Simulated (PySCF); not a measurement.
methyltin triiodide (CH3I3Sn), SMILES [CH3][Sn]([I])([I])[I].

Geometry: B3LYP-D3(BJ)/def2-SVP. The def2 effective core potentials stand for the cores of I, Sn; spin–orbit coupling is left out.

Method: B3LYP-D3(BJ)/def2-SVP (PySCF).

Frequencies are harmonic and unscaled.

Modes within 1.5 cm⁻¹ of each other (mostly degenerate sets) share a row, with their intensities summed.

Computed normal modes with their intensities:
```csv
mode,ν (cm⁻¹),IR (km/mol),moving atoms (share of kinetic energy)
1–2,50,0.8,"I 86 %, Sn 9 %"
3,69,1.8,"I 57 %, Sn 38 %"
4,71,0.0,H 100 %
5–6,104,2.5,"C 58 %, H 27 %, I 12 %"
7,168,5.1,"I 69 %, Sn 26 %"
8–9,212,74.3,"Sn 60 %, I 39 %"
10,508,9.3,"C 71 %, H 17 %, Sn 12 %"
11–12,768,101.2,"H 84 %, C 15 %"
13,1192,5.6,"H 83 %, C 17 %"
14–15,1420,4.0,H 95 %
16,3054,0.3,H 98 %
17–18,3181,1.2,"H 90 %, C 10 %"
```
